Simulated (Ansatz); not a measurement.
Molecule: sum formula HPO (charge 0, singlet). SMILES: O=P
Geometry: optimised at B3LYP-D3(BJ)/def2-TZVP (Ansatz, an electronic-structure program).

Atomisation energy built up term by term with Ansatz (kcal/mol; UHF references for open shells; valence terms freeze the core; atomic spin-orbit terms are left out). CBS(X,Y): correlation extrapolated as X^-3; Hartree-Fock from the larger set (for Q and 5 zeta extrapolated as (X+1)exp(-9√X)).

The Hartree-Fock reference is unstable (checked in the largest basis), which strains HF and MP2. 

| term | basis | kcal/mol |
|---|---|---|
| Hartree-Fock | CBS(cc-pV(Q+d)Z,cc-pV(5+d)Z) | 111.95 |
| CCSD correlation | CBS(cc-pV(Q+d)Z,cc-pV(5+d)Z) | [?] |
| (T) | CBS(cc-pV(Q+d)Z,cc-pV(5+d)Z) | [?] |
| CCSDT - CCSD(T) | cc-pV(D+d)Z | 0.18 |
| core correlation | cc-pwCVTZ | 0.69 |
| scalar relativity (X2C) | cc-pVTZ-DK against cc-pVTZ | -0.44 |
| sum: De |  | [?] |

### Question
What belongs in the gaps?

### Answer

- CCSD correlation, kcal/mol: 92.64
- (T), kcal/mol: 8.26
- sum: De, kcal/mol: 213.3
